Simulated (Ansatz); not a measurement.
Reaction (substitution at a C–O bond): `CO[Si](Cl)(Cl)Cl` + `O[SiH](O)N[SiH2]F` → `CN([SiH2]F)[SiH](O)O` + `O[Si](Cl)(Cl)Cl`

Computed with Ansatz on PBE0-D4/def2-TZVP structures; ΔE is electronic, products minus reactants. CCSD(T)/CBS is the MP2 limit (def2-TZVPP, def2-QZVPP) plus CCSD(T) − MP2 in def2-TZVPP, frozen cores. Functionals use def2-TZVPP. B3LYP here is the variant with VWN-RPA as its local correlation; programs differ in this. One conformer a species, not always the lowest.

Question: Is it downhill or uphill in electronic energy at CCSD(T)/CBS, and by how much? (Best estimate.)

Answer: Ansatz gave: Downhill: ΔE = -0.05 eV.

Question: What do these levels give: r2SCAN-D4, PBE0-D4, B2PLYP, r2SCAN, PBE0, B3LYP, HF/def2-QZVPP, MP2/def2-QZVPP, SCS-MP2/def2-QZVPP, HF/CBS(def2), MP2/CBS(def2), CCSD/CBS(def2)? (An estimate is asked.)

Answer: Computed: r2SCAN-D4 -0.04, PBE0-D4 -0.07, B2PLYP -0.01, r2SCAN -0.04, PBE0 -0.05, B3LYP 0.02, HF/def2-QZVPP 0.09, MP2/def2-QZVPP -0.08, SCS-MP2/def2-QZVPP -0.04, HF/CBS(def2) 0.09, MP2/CBS(def2) -0.08, CCSD/CBS(def2) -0.04 eV.

Largest T1 diagnostic among the species: 0.012.

In def2-TZVPP, CCSD(T) changes the Hartree–Fock value by −0.14 eV (the triples alone add −0.02 eV) and MP2 by −0.16 eV. The D4 term adds −0.03 eV with B3LYP and −0.02 eV with PBE0; it sums over pairs of atoms, weighted by their polarisabilities, and B3LYP, whose exchange is more repulsive, gets the larger term.
